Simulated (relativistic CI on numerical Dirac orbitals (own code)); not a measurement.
One change at a time: Yb LXI

Base calculation: Dirac-Coulomb-Breit CI, orbitals from a KLI potential per configuration, a model potential for QED, unscaled Slater integrals.

Configurations in the expansion (outside the closed core 1s2): 2s2.2p6, 2s2.2p5.3s, 2s2.2p5.3p, 2s2.2p5.3d, 2s.2p6.3s, 2s.2p6.3p, 2s.2p6.3d, 2s2.2p5.4s, 2s2.2p5.4p, 2s2.2p5.4d, 2s2.2p5.4f, 2s2.2p4.3s2, 2s.2p6.4s, 2s2.2p4.3s.3p, 2s.2p6.4p, 2s.2p6.4d. Levels of other configurations are missing.

Variants: (1) valence Slater integrals scaled by 0.9. Shifts of the energy above 2s2.2p6 1S_0, in eV, for the lowest level and the first level of each name with at least 55 % of one term (blank where a level changes its place among those of its configuration and J or its character, or is not in the variant):

| Level | Base | Δ(1) |
| --- | --- | --- |
| 2s2.2p6 1S_0 | 0.00 | 0.00 |
| 2s2.2p5.3s 3P°_2 | 7383.65 | +0.32 |
| 2s2.2p5.3s 1P°_1 | 7391.57 | -0.43 |
| 2s2.2p5.3p 3D_3 | 7812.13 | +0.54 |
| 2s2.2p5.3p 1P_1 | 7812.44 | +0.59 |
| 2s2.2p5.3p 3P_2 | 7824.17 | -0.51 |
| 2s2.2p5.3p 1S_0 | 7877.17 | -5.50 |
| 2s2.2p5.3d 3P°_0 | 7960.18 | +1.80 |
| 2s2.2p5.3d 3P°_1 | 7969.45 | +0.83 |
| 2s2.2p5.3d 3F°_4 | 8034.69 | +0.88 |
| 2s2.2p5.3d 3D°_3 | 8050.65 | -0.56 |
| 2s2.2p5.3d 1P°_1 | 8078.48 | -3.61 |
| 2s2.2p5.3s 3P°_0 | 8458.31 | +0.49 |
| 2s2.2p5.3s 3P°_1 | 8461.69 | 0.00 |

At this charge energies of transitions that change n are usually good to better than 1 %, and those within a shell (Δn = 0) to a few per cent.

Ionisation energy from the two ground configurations alone: base 13781.9 eV. The NIST ASD value (theoretical) is 13784 eV.

LS names give the leading component of a level, which can be under half, so a name can repeat, a term be missing and a line seem to break the LS rules.
